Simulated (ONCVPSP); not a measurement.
## Transferability test, ONCV potential for aluminium (Al)

- Element: Al
- Generator: ONCVPSP 4.0.1
- Type: optimised norm-conserving Vanderbilt (ONCV)
- Functional: PBE
- Relativity: scalar-relativistic
- Frozen core: [Ne]
- Valence charge: 3
- Reference configuration: 3s2 3p1
- Partial waves: 3s: rc 2.15 bohr, ncon 4, nbas 8, qcut 2.7 1/bohr, 2 projectors, debl 1.4 Ha; 3p: rc 2.70 bohr, ncon 4, nbas 8, qcut 3.1 1/bohr, 2 projectors, debl 1.2 Ha
- Local potential: polynomial inside 2.10 bohr (lpopt 5, dvloc0 -1 Ha)
- Core correction: Teter function, fcfact 3.25, rcfact 1.1

Energies are relative to the spin-unpolarised reference configuration 3s2 3p1; without spin polarisation the order of configurations can differ from experiment.

| valence configuration | charge | ΔE all-electron (eV) | error AE − PS (meV) |
| --- | --- | --- | --- |
| 3s2 3p0 | +1 | 5.761 | -3.1 |
| 3s2 3p0.5 | +0.5 | 2.086 | -0.6 |
| 3s1 3p2 | 0 | 5.139 | -1.3 |

Task: What are ΔE and the potential's error for 3s1 3p0?

Result: ΔE = 24.987 eV all-electron; the error (AE − PS) is +6.2 meV.

Levels in the configuration 3s1 3p0:

```json
{"level": "3s", "all-electron (eV)": "-23.748", "pseudo (eV)": "-23.686"}
```

Note: no bound ghost flagged; GHOST(+) flagged for s at 108.9 eV.
